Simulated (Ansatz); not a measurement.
Abridged output of a molecular run in Ansatz:

```
Functional definition: HF
1293 factors; integrals over basis functions are off by at most 8.4e-4 eV
mean field evaluation 1: about -76833.1326 eV, gradient 3.4e1 eV
mean field evaluation 2: about -76833.4141 eV, gradient 3.4e1 eV
mean field evaluation 4: about -76835.8545 eV, gradient 4.0e0 eV
mean field evaluation 8: about -76835.9153 eV, gradient 4.3e-1 eV
mean field -76835.91617019 eV, -2823.6678379999 hartree, gradient 6.0e-6 eV, S^2 0.000000; 0 other end points of the search recorded, 0 dependent functions left out
13 core orbitals not correlated: weight in the atoms' cores, before any rotation towards them, 1.000 or more for the frozen orbitals, at most 0.000 for the correlated occupied ones
reference -76835.91617019 eV, -2823.6678379999 hartree; 20, 20 occupied and 167, 167 virtual orbitals, 1293 factors
second order -29.35925348 eV of doubles, -0.00000000 eV of singles
cycle   1  -28.86939870 eV  change    4.9e-1 eV  update   1.1e-1
cycle   2  -29.54938279 eV  change   -6.8e-1 eV  update   3.4e-2
cycle   3  -29.69556857 eV  change   -1.5e-1 eV  update   1.6e-2
cycle   4  -29.67697999 eV  change    1.9e-2 eV  update   4.0e-3
cycle   5  -29.67564655 eV  change    1.3e-3 eV  update   2.2e-3
cycle   6  -29.67768821 eV  change   -2.0e-3 eV  update   8.2e-4
cycle   7  -29.67735101 eV  change    3.4e-4 eV  update   3.6e-4
cycle   8  -29.67715434 eV  change    2.0e-4 eV  update   1.0e-4
cycle   9  -29.67718544 eV  change   -3.1e-5 eV  update   3.6e-5
perturbative correction -1.16265491 eV, -0.0427267799 hartree
Total energy: -76866.75601054 eV, -2824.8011812288 hartree
```

Its atoms:

Z-matrix (Å, degrees):
```
C
O 1 1.389
C 1 1.447 2 59.4
F 1 1.343 2 115.2 3 -110.8
H 1 1.086 2 117.2 3 114.2
Br 3 1.911 1 121.3 2 105.0
H 3 1.084 1 121.4 2 -103.5
```

Question: Which basis set was used?
A. def2-SVP
B. cc-pV(Q+d)Z
C. def2-TZVPP
D. def2-TZVPPD

Answer: C. It gives 200 functions.

Question: Write the keys of the input that set method, charge and spin (a neutral closed shell needs none for the last two).

Answer: 
```yaml
correlation: {method: ccsd_t}
```
